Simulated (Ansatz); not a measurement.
Geometry optimisation, Ansatz 0.2.0, RKS PBE/6-31G*.

input.yaml

```yaml
crystal:
  periodic: [false, false, false]
  atoms:
    - { symbol: H, position_ang: [-0.1086, -1.952, 1.5434] }
    - { symbol: Si, position_ang: [0.2642, -1.8017, -0.2814] }
    - { symbol: C, position_ang: [-0.1509, 0.0125, -0.0299] }
    - { symbol: C, position_ang: [0.6167, 1.0333, -0.7108] }
    - { symbol: C, position_ang: [0.277, 2.3248, -0.7051] }
    - { symbol: O, position_ang: [-1.0006, 0.387, 0.8559] }
    - { symbol: H, position_ang: [-1.1804, -0.5344, 1.7136] }
    - { symbol: F, position_ang: [-0.8988, -1.5137, 2.3557] }
    - { symbol: H, position_ang: [-0.9256, -2.4151, -0.8694] }
    - { symbol: H, position_ang: [1.4209, -1.944, -1.1584] }
    - { symbol: H, position_ang: [1.4447, 0.6783, -1.3083] }
    - { symbol: H, position_ang: [-0.5642, 2.6622, -0.1221] }
    - { symbol: H, position_ang: [0.8057, 3.0628, -1.2833] }
basis:
  gaussian: { orbitals: "6-31G*" }
hamiltonian:
  xc: pbe
relax:
  f_tol: 0.15
  max_steps: 25
  restrain:
    - { distance: [5, 6], at: 2.27, k: 30.0 }
    - { distance: [0, 7], at: 2.18, k: 30.0 }
    - { distance: [1, 0], at: 1.42, k: 30.0 }
    - { distance: [6, 7], at: 0.88, k: 30.0 }
output:
  orbitals: {}
```

Run as:

```bash
$ ansatz run input.yaml --threads 2 --pin off --max-ram 3072MiB --backend cpu --events-out ev --progress --plain --runs-dir out
```

Task: Where does it end, and by what steps?

Result: It converged. The restraints hold the end off the free minimum. After 11 steps the energy has fallen by 1.225 eV (the restraints' own energy left out); H7 moved furthest, 0.83 Å. Joined: H1–Si2, H7–F8.

| step | energy less start (eV) | largest force component (eV/Å) | accepted |
| --- | --- | --- | --- |
| 0 | 0.0000 | 1.821 | yes |
| 1 | -0.4930 | 1.475 | yes |
| 2 | -0.3655 | 4.608 | yes |
| 3 | -0.7332 | 2.131 | yes |
| 4 | -1.1299 | 1.134 | yes |
| 5 | -1.0627 | 1.420 | no |
| 6 | -1.1937 | 0.802 | yes |
| 7 | -1.2055 | 1.110 | yes |
| 8 | -1.2170 | 1.300 | yes |
| 9 | -1.2393 | 0.806 | no |
| 10 | -1.2297 | 0.981 | yes |
| 11 | -1.2249 | 1.488 | yes |

```xyz
13
Properties=species:S:1:pos:R:3
H 0.335 -2.212 1.251
Si 0.253 -1.720 -0.108
C -0.101 0.199 0.004
C 0.600 1.145 -0.910
C 0.357 2.472 -0.874
O -0.930 0.601 0.836
H -1.491 -1.026 2.299
F -1.412 -1.916 2.538
H -0.925 -2.325 -0.808
H 1.493 -1.982 -0.919
H 1.326 0.715 -1.608
H -0.374 2.873 -0.163
H 0.869 3.176 -1.536
```

Whether the end is a true minimum wasn't checked by a vibrational analysis.

Time of the run: 16 s on 2 threads of Intel(R) Xeon(R) 6975P-C (Granite Rapids) (shared host), peak memory 0.17 GiB.
